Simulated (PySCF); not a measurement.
1,1-dichloropentane, C₅H₁₀Cl₂.
Atom-mapped SMILES: `[CH3:1][CH2:2][CH2:3][CH2:4][CH:5]([Cl:6])[Cl:7]` (hydrogens: H8, H9, H10 on C1; H11, H12 on C2; H13, H14 on C3; H15, H16 on C4; H17 on C5)

Geometry (PBE0-D3(BJ)/def2-SVP, Å), atoms numbered from 1 in this order:
```xyz
17
C5H10Cl2 angstrom
C     -2.8710    0.4220    0.4116
C     -1.6230   -0.1644   -0.2275
C     -0.3334    0.3437    0.4032
C      0.9098   -0.2409   -0.2496
C      2.2085    0.2252    0.3703
Cl     3.5915   -0.6333   -0.3555
Cl     2.4207    1.9901    0.1973
H     -3.7869    0.0433   -0.0663
H     -2.9271    0.1719    1.4833
H     -2.8820    1.5206    0.3301
H     -1.6529   -1.2664   -0.1618
H     -1.6120    0.0698   -1.3064
H     -0.2954    1.4437    0.3362
H     -0.3317    0.1034    1.4820
H      0.8981   -1.3411   -0.1734
H      0.9381    0.0006   -1.3249
H      2.2489    0.0214    1.4478
```

The calculation used PBE0-D3(BJ)/def2-SVP geometry optimisation, gas phase in PySCF 2.14.0.

Take the most abundant isotopes and a rigid rotor. The values belong to one conformer with, in the numbering `[CH3:1][CH2:2][CH2:3][CH2:4][CH:5]([Cl:6])[Cl:7]`, C1–C2–C3–C4 180°, C2–C3–C4–C5 -179°, C3–C4–C5–Cl6 174°.

What are A, B and C (cm⁻¹)?

Ia = 164.23, Ib = 685.14, Ic = 820.21 u·Å²; 505379 MHz·u·Å²/I gives 3077, 737.6 and 616.2 MHz, that is A = 0.10264, B = 0.02460, C = 0.02055 cm⁻¹.

What kind of rotor is it?

A near-prolate asymmetric top. Ray's parameter κ = (2B − A − C)/(A − C) = -0.901; −1 is the prolate and +1 the oblate limit.

What does the inertial defect say?

Not planar: Δ = Ic − Ia − Ib = -29.16 u·Å². For a rigid frame Δ = −2 Σ m c², so Σ m c² = 14.58 u·Å² lies off the ab plane: 9.49 from hydrogen and 5.09 from heavier atoms. The atom farthest from that plane is 1.51 Å away.

Where do the levels up to J = 2 lie, in K?

Above 0(0,0), as E/k:
J = 1: 1(0,1) 0.065, 1(1,1) 0.177, 1(1,0) 0.183
J = 2: 2(0,2) 0.195, 2(1,2) 0.301, 2(1,1) 0.319, 2(2,1) 0.656, 2(2,0) 0.656

Predict some low-J microwave lines.

The dipole components are |μa| = 1.93 D, |μb| = 0.70 D, |μc| = 0.69 D. The squared components, which scale the intensities, stand as 1.00 : 0.13 : 0.13 (a : b : c). Some lines, for components of 0.1 D or more:

```tsv
type	branch	J(Ka,Kc)	MHz	lower level (cm⁻¹)
a	R	1(0,1) ← 0(0,0)	1354	0.000
c	Q	1(1,1) ← 1(0,1)	2340	0.045
b	Q	1(1,0) ← 1(0,1)	2461	0.045
a	R	2(1,1) ← 1(1,0)	2829	0.127
a	R	3(1,3) ← 2(1,2)	3876	0.209
a	R	3(0,3) ← 2(0,2)	4043	0.135
a	R	3(1,2) ← 2(1,1)	4241	0.222
a	R	4(2,3) ← 3(2,2)	5412	0.591
a	R	4(3,1) ← 3(3,0)	5425	0.992
c	Q	4(2,3) ← 4(1,3)	6602	0.551
b	Q	4(2,2) ← 4(1,3)	6671	0.551
c	Q	2(2,1) ← 2(1,1)	7019	0.222
b	Q	2(2,0) ← 2(1,1)	7023	0.222
b	R	4(1,4) ← 3(0,3)	7219	0.270
b	Q	2(2,1) ← 2(1,2)	7383	0.209
b	Q	4(2,3) ← 4(1,4)	7816	0.511
b	R	2(2,1) ← 1(1,0)	9848	0.127
c	R	2(2,0) ← 1(1,0)	9852	0.127
c	R	2(2,1) ← 1(1,1)	9969	0.123
c	Q	4(3,2) ← 4(2,2)	11948	0.774
b	Q	4(3,1) ← 4(2,2)	11949	0.774
b	Q	3(3,1) ← 3(2,2)	12004	0.591
b	R	4(2,3) ← 3(1,2)	12251	0.363
c	R	4(2,2) ← 3(1,2)	12320	0.363
c	R	3(3,1) ← 2(2,1)	16066	0.456
b	Q	4(4,0) ← 4(3,1)	16793	1.173
b	R	4(4,1) ← 3(3,0)	22218	0.992
c	R	4(4,1) ← 3(3,1)	22218	0.992
```

No PBE0-D3(BJ)/def2-SVP frequencies stand behind this structure, so it isn't proved a minimum. Zero-point vibration and centrifugal distortion are left out. A rigid rotor knows nothing of internal rotation, which can split or shift real lines. Quadrupole hyperfine structure (35Cl) is left out.
